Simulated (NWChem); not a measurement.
SnH2Cl2; SMILES [Cl][SnH2][Cl]

```xyz
5

Sn     0.0000     0.0000    -0.5715
Cl    -1.8837     0.0000     0.8230
Cl     1.8837     0.0000     0.8230
H      0.0000     1.4637    -1.4391
H      0.0000    -1.4637    -1.4391
```
Atoms are numbered in this order, from 1.

Level: PBE0/def2-SVP with def2 effective core potentials on Sn (NWChem), optimised geometry, unscaled harmonic frequencies. def2 effective core potentials on Sn; no spin-orbit coupling.

```tsv
frequency (cm⁻¹)	IR intensity (km/mol)
115	4.7
380	28.7
390	69.2
425	33.5
518	0.0
657	144.7
677	107.9
1972	62.7
1990	127.1
```

```yaml
zero_point_energy: 10.2 kcal/mol
thermal correction to the enthalpy at 298.15 K (with zero-point energy): 13.9 kcal/mol
heat capacity Cv: 15.3 cal/(mol K)
entropy at 298.15 K and 1 atm (symmetry number 2): 75.0 cal/(mol K)
```

Rigid rotor and harmonic oscillator.
